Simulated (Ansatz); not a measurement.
C₃H₆BCl, SMILES `C/C=C\BCl`, relaxed with RKS PBE0-D4/def2-TZVP in Ansatz 0.2.0 from a PBE-D4/def2-SVP geometry. The force threshold is 0.005 eV/Å; the program also tests the step.

Total charge 0; spin multiplicity 1.

Start:

```xyz
11

C    -1.532    0.182   -0.122
C    -0.387    0.256    0.835
C     0.932    0.013    0.581
B     1.509   -0.396   -0.782
Cl    3.246   -0.685   -0.951
H    -2.288   -0.549    0.240
H    -1.225   -0.101   -1.145
H    -2.061    1.159   -0.164
H    -0.673    0.543    1.867
H     1.625    0.122    1.435
H     0.855   -0.544   -1.794
```

Q: By how much does the energy fall, and how many steps does the optimiser take? (An estimate is asked.)

A: The calculation gave: 4.62 kJ/mol, in 6 steps, 1 of them rejected.

Q: Which bonds change most? (Estimate.)

A: The calculation gave: B4–H11 from 1.213 to 1.192 Å; C2–C3 from 1.365 to 1.345 Å; C2–H9 from 1.108 to 1.091 Å; C1–H7 from 1.105 to 1.088 Å.

Q: Give the relaxed structure. (Best estimate.)

A: Ansatz gave: 
```xyz
11

C    -1.518    0.180   -0.123
C    -0.381    0.252    0.830
C     0.918    0.012    0.580
B     1.486   -0.392   -0.777
Cl    3.212   -0.670   -0.942
H    -2.261   -0.540    0.236
H    -1.211   -0.103   -1.128
H    -2.029    1.147   -0.168
H    -0.663    0.535    1.845
H     1.604    0.119    1.418
H     0.843   -0.541   -1.770
```
